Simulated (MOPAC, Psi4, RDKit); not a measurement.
Torsional profile of SMILES N#C[SiH2][SiH2][SiH3], singlet. Scanned: dihedral C2–Si3–Si4–Si5; all other coordinates were relaxed at GFN2-xTB. GFN2-xTB can order the conformers of Si and Ge chains otherwise than DFT does. Points at φ and −φ are mirror images. Heavy atoms are numbered in the order of the SMILES N#C[SiH2][SiH2][SiH3], hydrogens after them in the order of the atoms that carry them; the mirror image has the same energies with the sign of each dihedral reversed.

Levels: PM3, restricted, heats of formation // GFN2-xTB (MOPAC); PM7, restricted, heats of formation // GFN2-xTB (MOPAC); MMFF94 // GFN2-xTB (RDKit); MP2/cc-pVTZ = DF-MP2 (frozen core)/cc-pVTZ // GFN2-xTB (Psi4).

Energies relative to the lowest point of each profile, in kJ/mol; the last columns give the difference from MP2:

```csv
φ / °,PM3,PM7,MMFF94,MP2/cc-pVTZ,PM3 − MP2/cc-pVTZ,PM7 − MP2/cc-pVTZ,MMFF94 − MP2/cc-pVTZ
-150,0.76,1.84,6.82,2.80,-2.04,-0.96,4.02
-120,1.65,3.88,8.96,4.91,-3.26,-1.04,4.05
-90,1.54,2.31,4.42,2.55,-1.01,-0.24,1.87
-60,2.09,0.41,0.00,0.00,2.09,0.41,0.00
-30,4.58,2.64,3.86,2.56,2.01,0.08,1.30
0,5.73,4.30,6.69,4.41,1.32,-0.11,2.28
30,4.58,2.64,3.86,2.56,2.01,0.08,1.30
60,2.09,0.41,0.00,0.00,2.09,0.41,0.00
90,1.54,2.31,4.42,2.55,-1.01,-0.24,1.87
120,1.65,3.88,8.96,4.91,-3.26,-1.04,4.05
150,0.76,1.84,6.82,2.80,-2.04,-0.96,4.02
180,0.00,0.00,4.34,0.55,-0.55,-0.55,3.78
```

PM3 is furthest from MP2/cc-pVTZ at -120 (-3.26 kJ/mol, below); its mean absolute difference over the points is 1.89 kJ/mol.

PM7 is furthest from MP2/cc-pVTZ at -120 (-1.04 kJ/mol, below); its mean absolute difference over the points is 0.51 kJ/mol.

MMFF94 is furthest from MP2/cc-pVTZ at -120 (4.05 kJ/mol, above); its mean absolute difference over the points is 2.38 kJ/mol.

MMFF94 has few fitted parameters for silicon.
